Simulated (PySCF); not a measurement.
Compound: C6H4S.
Bonds: C1–C2 (triple), C2–C3, C3–C4 (aromatic), C4–C5 (aromatic), C5–C6 (aromatic), C6–S7 (aromatic), C3–S7 (aromatic). Hydrogens: H8 on C1; H9 on C4; H10 on C5; H11 on C6.

The same species was optimised twice, with GFN2-xTB and with PBE0-D3(BJ)/def2-SVP (PySCF), and the same property calculations (PySCF, gas phase) were run on both structures.

```csv
coordinate,GFN2-xTB,PBE0-D3(BJ)/def2-SVP,change
C2–C3 (Å),1.398,1.413,+0.015
C5–C6 (Å),1.359,1.372,+0.013
C3–C4 (Å),1.368,1.382,+0.014
C1≡C2 (Å),1.202,1.214,+0.012
C4–C5 (Å),1.408,1.417,+0.009
C3–S7 (Å),1.742,1.736,-0.006
C6–S7 (Å),1.718,1.712,-0.006
C3–S7–C6 (°),90.8,91.9,+1.1
C2–C3–C4 (°),127.9,128.5,+0.6
C4–C3–S7 (°),111.2,110.7,-0.5
C1–C2–C3 (°),179.1,179.7,+0.6
C5–C6–S7 (°),112.5,112.1,-0.4
C4–C5–C6 (°),112.7,112.5,-0.2
C3–C4–C5 (°),112.8,112.9,+0.1
C2–C3–S7 (°),120.9,120.8,-0.1
```

Rotational constants: A = 5391, B = 1821, C = 1361 MHz (GFN2-xTB) against A = 5407, B = 1788, C = 1344 MHz (PBE0-D3(BJ)/def2-SVP). Point groups within 0.08 Å: Cs and Cs.

On the GFN2-xTB structure: lowest singlet, TDDFT (eV) 4.71 [B3LYP/def2-SVPD]; lowest triplet, Tamm–Dancoff (eV) 3.13 [B3LYP/def2-SVPD]; isotropic polarisability (au) 89.4 [B3LYP/def2-SVPD]; HOMO (eV) -6.42 [B3LYP/def2-SVPD]; LUMO (eV) -1.42 [B3LYP/def2-SVPD]; dipole (D) 0.95 [B3LYP/def2-SVPD]; HOMO (eV) -6.64 [PBE0/pcSseg-1]; LUMO (eV) -1.23 [PBE0/pcSseg-1]; dipole (D) 0.89 [PBE0/pcSseg-1]; GIAO shielding of C1 (ppm) 93.8 [PBE0/pcSseg-1]; GIAO shielding of C2 (ppm) 105.3 [PBE0/pcSseg-1]; GIAO shielding of C3 (ppm) 54.6 [PBE0/pcSseg-1]; GIAO shielding of C4 (ppm) 47.2 [PBE0/pcSseg-1]; GIAO shielding of C5 (ppm) 56.0 [PBE0/pcSseg-1]; GIAO shielding of C6 (ppm) 50.0 [PBE0/pcSseg-1]; GIAO shielding of S7 (ppm) 235.2 [PBE0/pcSseg-1].

Q: What do these properties become on the PBE0-D3(BJ)/def2-SVP structure?

A: 
```json
{"property": "lowest singlet, TDDFT (eV)", "level": "B3LYP/def2-SVPD", "on GFN2-xTB": "4.71", "on PBE0-D3(BJ)/def2-SVP": "4.68", "change": "-0.03"}
{"property": "lowest triplet, Tamm–Dancoff (eV)", "level": "B3LYP/def2-SVPD", "on GFN2-xTB": "3.13", "on PBE0-D3(BJ)/def2-SVP": "3.10", "change": "-0.03"}
{"property": "isotropic polarisability (au)", "level": "B3LYP/def2-SVPD", "on GFN2-xTB": "89.4", "on PBE0-D3(BJ)/def2-SVP": "91.0", "change": "+1.6"}
{"property": "HOMO (eV)", "level": "B3LYP/def2-SVPD", "on GFN2-xTB": "-6.42", "on PBE0-D3(BJ)/def2-SVP": "-6.42", "change": "0.00"}
{"property": "LUMO (eV)", "level": "B3LYP/def2-SVPD", "on GFN2-xTB": "-1.42", "on PBE0-D3(BJ)/def2-SVP": "-1.45", "change": "-0.03"}
{"property": "dipole (D)", "level": "B3LYP/def2-SVPD", "on GFN2-xTB": "0.95", "on PBE0-D3(BJ)/def2-SVP": "0.91", "change": "-0.04"}
{"property": "energy, GFN2-xTB geometry as zero (kcal/mol)", "level": "B3LYP/def2-SVPD", "on GFN2-xTB": "0.0", "on PBE0-D3(BJ)/def2-SVP": "-1.3", "change": "-1.3"}
{"property": "HOMO (eV)", "level": "PBE0/pcSseg-1", "on GFN2-xTB": "-6.64", "on PBE0-D3(BJ)/def2-SVP": "-6.64", "change": "0.00"}
{"property": "LUMO (eV)", "level": "PBE0/pcSseg-1", "on GFN2-xTB": "-1.23", "on PBE0-D3(BJ)/def2-SVP": "-1.26", "change": "-0.03"}
{"property": "dipole (D)", "level": "PBE0/pcSseg-1", "on GFN2-xTB": "0.89", "on PBE0-D3(BJ)/def2-SVP": "0.86", "change": "-0.03"}
{"property": "energy, GFN2-xTB geometry as zero (kcal/mol)", "level": "PBE0/pcSseg-1", "on GFN2-xTB": "0.0", "on PBE0-D3(BJ)/def2-SVP": "-0.3", "change": "-0.3"}
{"property": "GIAO shielding of C1 (ppm)", "level": "PBE0/pcSseg-1", "on GFN2-xTB": "93.8", "on PBE0-D3(BJ)/def2-SVP": "92.1", "change": "-1.7"}
{"property": "GIAO shielding of C2 (ppm)", "level": "PBE0/pcSseg-1", "on GFN2-xTB": "105.3", "on PBE0-D3(BJ)/def2-SVP": "104.9", "change": "-0.4"}
{"property": "GIAO shielding of C3 (ppm)", "level": "PBE0/pcSseg-1", "on GFN2-xTB": "54.6", "on PBE0-D3(BJ)/def2-SVP": "53.8", "change": "-0.8"}
{"property": "GIAO shielding of C4 (ppm)", "level": "PBE0/pcSseg-1", "on GFN2-xTB": "47.2", "on PBE0-D3(BJ)/def2-SVP": "44.8", "change": "-2.4"}
{"property": "GIAO shielding of C5 (ppm)", "level": "PBE0/pcSseg-1", "on GFN2-xTB": "56.0", "on PBE0-D3(BJ)/def2-SVP": "53.3", "change": "-2.7"}
{"property": "GIAO shielding of C6 (ppm)", "level": "PBE0/pcSseg-1", "on GFN2-xTB": "50.0", "on PBE0-D3(BJ)/def2-SVP": "48.9", "change": "-1.1"}
{"property": "GIAO shielding of S7 (ppm)", "level": "PBE0/pcSseg-1", "on GFN2-xTB": "235.2", "on PBE0-D3(BJ)/def2-SVP": "234.8", "change": "-0.4"}
```

The heavy atoms differ by 0.018 Å rms after alignment. Among bonds between heavy atoms C2–C3 and C3–C4 change most and about equally (+0.014 to +0.015 Å). Changes are differences of the printed values. Neither structure is proved a minimum here.
